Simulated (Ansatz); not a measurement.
```csv
atom,x (Å),y (Å),z (Å)
C,-0.0185,-0.4083,-1.8644
C,-0.0348,0.4160,-0.6750
C,-0.0013,-0.3650,0.6365
C,0.0191,0.4657,1.8935
H,0.0418,0.1829,-2.7995
H,0.8376,-1.0698,-1.9585
H,-0.8622,-1.0331,-1.9443
H,-0.8496,1.0495,-0.6146
H,0.9146,1.0604,-0.6629
H,0.8638,-1.0787,0.6825
H,-0.8513,-1.0443,0.6231
H,0.0258,-0.1749,2.8399
H,0.8422,1.0830,1.9778
H,-0.8748,1.1164,1.9816
```

Basis set: def2-TZVP (spherical functions). Frozen core: 4 orbitals. Charge 0, multiplicity 1.

Computed with Ansatz (development build ahead of 0.2.0); each method stands on the lowest determinant of its kind that the runs found. Restricted open shells among the atoms or ions are ROHF, correlated in semicanonical orbitals with singles. Restricted functionals stand beside restricted open-shell atoms, which can lie above the unrestricted atoms usual in DFT and then raise those values.

The atomization energy at this shape (free ground-state atoms in the same class of orbitals less the molecule, no zero-point energy) of singlet C4H10:

```
           method  atomization energy
PBE0 (restricted)            56.25 eV
          RHF-MP2            54.35 eV
```

(1) What does RHF give?

Results:

(1) 43.30 eV. Caution: the shape is not the minimum.
